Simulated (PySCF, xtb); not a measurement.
Ge(H)(SiH3) (GeH4Si), SMILES [SiH3][GeH] (connectivity only; charge and spin as stated), neutral, multiplicity 1.

Harmonic wavenumbers (cm⁻¹) from GFN2-xTB run with xtb at its own minimum, in rising order: 43, 314, 328, 362, 637, 779, 821, 832, 1485, 2138, 2163, 2186.

Q: What does TPSSh-D3(BJ)/def2-TZVP in PySCF 2.14.0 give at its own minimum? (Estimate from the structure and the level; the computed values follow.)

A: 58, 307, 366, 381, 665, 863, 937, 960, 1915, 2196, 2205, 2225. Paired by order, the mean absolute difference is 84 cm⁻¹ and the zero-point energies are 17.3 and 18.7 kcal/mol.
